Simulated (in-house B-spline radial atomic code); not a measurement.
A calculation on neutral hafnium (an excited or competing configuration): its settings, and results tabulated from the run. Level of theory: Dirac-Hartree-Fock, average of configuration, Fermi nucleus of rms radius 5.347 fm; calculated with a radial B-spline atomic code at the basis-set limit.

Command:
```bash
python run_scf.py task.json out
```
Settings (nuclear radius in fm, mass in u):
```
Z                72
configuration    [Kr] 4d10 4f14 5s2 5p5 5d2 6s2 10g1
hamiltonian      dirac
method           hf
spin_polarised   False
nucleus          fermi
rms_radius       5.347
atomic_mass      179.94656
speed_of_light   137.035999084
```

Output (hartree, bohr):
```
 radial grid: 94 intervals, B-splines of order 8, outer radius 245.7 bohr

 iter        energy (Eh)    residual
    1      -15086.273057    6.05e-01
    2      -15086.662291    1.57e-01
    3      -15087.206907    4.45e-02
    4      -15087.231827    5.80e-03
    5      -15087.232251    7.10e-03
    6      -15087.233249    6.50e-04
    7      -15087.233277    2.59e-04
    8      -15087.233281    6.67e-05
    9      -15087.233281    1.31e-05
   10      -15087.233281    8.46e-07
   11      -15087.233281    1.72e-07

 total energy                    -15087.23328
 kinetic                           16866.3987
 electron-nucleus                 -37547.3353
 electron-electron                  5593.7034

 first-order corrections (not in the total)
   Gaunt                            17.4580
   retardation                      -1.8468
   frequency dependence             -0.2895
   self-energy                      12.6119
   Uehling                          -2.2963
   Wichmann-Kroll                    0.0875
   recoil                            0.0286

 orbital      occ     eigenvalue          <r>       <r^2>       <1/r>     <1/r^2>     <1/r^3>       r_max    small
 1s1/2      2.000     -2416.9077    0.0189866 0.000495037     83.7751     16661.7           -      0.0119  7.33e-02
 2s1/2      2.000      -418.5903    0.0797153   0.0075742     20.3238      2233.9           -      0.0682  1.66e-02
 2p1/2      2.000      -398.9002    0.0662014  0.00544592      20.248     703.435           -     0.05098  1.66e-02
 2p3/2      4.000      -355.0039    0.0738863  0.00664711     17.2187       404.7     14812.5     0.05757  1.51e-02
 3s1/2      2.000       -97.9029     0.207647     0.04944     7.47089     499.414           -       0.192  5.44e-03
 3p1/2      2.000       -89.2021     0.197893   0.0456336     7.37204     159.595           -      0.1803  5.37e-03
 3p3/2      4.000       -79.6413     0.212078   0.0522122     6.59634     93.3741     3331.04      0.1938  4.94e-03
 3d3/2      4.000       -65.1227      0.18637   0.0408229     6.46855     52.4026     569.595      0.1525  4.80e-03
 3d5/2      6.000       -63.0587     0.190761    0.042639     6.28279     48.7945     489.824      0.1562  4.68e-03
 4s1/2      2.000       -21.2172     0.468733    0.248097     3.10369     120.273           -       0.438  1.74e-03
 4p1/2      2.000       -17.6084     0.476396    0.258457     2.98806     37.6169           -      0.4394  1.65e-03
 4p3/2      4.000       -15.4014     0.507524    0.293157     2.73239     22.2801      749.01      0.4673  1.50e-03
 4d3/2      4.000        -9.4702     0.529583    0.325456     2.50959     11.4471     111.591      0.4672  1.30e-03
 4d5/2      6.000        -9.0578     0.540955    0.339416     2.44418     10.6242     94.0501      0.4765  1.26e-03
 4f5/2      6.000        -1.6486     0.649962     0.53295      1.9585     4.92821     16.1645      0.4554  8.58e-04
 4f7/2      8.000        -1.5774     0.660766    0.551859     1.92899     4.78101     15.4063      0.4611  8.38e-04
 5s1/2      2.000        -3.3468      1.14177      1.4643      1.1654     19.7736           -       1.023  3.55e-04
 5p1/2      1.667        -2.2469      1.26364      1.8096     1.04342     5.52994           -       1.104  2.92e-04
 5p3/2      3.333        -1.9393      1.36182     2.10286    0.954958     3.25575     96.8968       1.185  2.53e-04
 5d3/2      0.800        -0.6045      2.01478     4.77724    0.639439     0.92746     6.63715       1.578  1.15e-04
 5d5/2      1.200        -0.5861       2.0691     5.03417    0.620721     0.85205     5.45404       1.623  1.08e-04
 6s1/2      2.000        -0.5050      3.19127     11.4599    0.393003     2.15537           -       2.773  4.57e-05
 10g7/2     0.444        -0.0050      138.961     21719.2   0.0100805  0.00022548  1.1308e-05         163  1.35e-07
 10g9/2     0.556        -0.0050      138.961     21719.3   0.0100804  0.00022548 1.13081e-05         163  1.35e-07
```

Time taken, with all properties: 13 s on 1 thread of Arm Neoverse V1 (shared host).

For the Dirac Hamiltonian the kinetic term is c α·p + (β - 1)c².

10g7/2 reaches the box edge.

10g9/2 reaches the box edge.
